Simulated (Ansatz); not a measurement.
`[NH2][Ga]([Cl])[Cl]` and `[SH][Ga]([Cl])[Cl]` differ in one atom or group.

Ansatz, PBE0-D4/def2-TZVP geometries, multiplicity 1. Each molecule was computed in one conformer, which needn't be the lowest.

Scalar relativity is left out up to krypton.

```csv
property,`[NH2][Ga]([Cl])[Cl]`
HOMO–LUMO gap (PBE0/def2-TZVPP) / eV,7.05
size of the dipole moment (B3LYP/def2-TZVPP) / D,2.60
"ideal-gas entropy at 298 K and 1 bar (rigid rotor, harmonic PBE0-D4/def2-TZVP) / J/(mol·K)",349
HOMO–LUMO gap (B3LYP/def2-TZVPP) / eV,6.46
HOMO energy (ωB97M-V/def2-TZVPP) / eV,-10.44
LUMO energy (ωB97M-V/def2-TZVPP) / eV,0.86
```

What does the change do to each property? (Best estimate.)

Computed: 
```csv
property,`[SH][Ga]([Cl])[Cl]`,shift
HOMO–LUMO gap (PBE0/def2-TZVPP) / eV,6.78,-0.27
size of the dipole moment (B3LYP/def2-TZVPP) / D,1.43,-1.17
"ideal-gas entropy at 298 K and 1 bar (rigid rotor, harmonic PBE0-D4/def2-TZVP) / J/(mol·K)",350,1
HOMO–LUMO gap (B3LYP/def2-TZVPP) / eV,6.21,-0.25
HOMO energy (ωB97M-V/def2-TZVPP) / eV,-10.53,-0.09
LUMO energy (ωB97M-V/def2-TZVPP) / eV,0.37,-0.49
```

With PBE0 the HOMO falls by 0.29 eV and the LUMO falls by 0.56 eV, so the gap narrows by about 0.27 eV. PBE moves the HOMO by -0.46 eV and ωB97M-V by -0.09 eV. The zero-point energy changes by -40.7 kJ/mol with -3 modes. Dipoles are sizes alone; their direction can turn. Modes under 60 cm⁻¹, often nearly free rotors, make the harmonic entropy too high.

B3LYP here is the variant with VWN-RPA as its local correlation; programs differ in this.
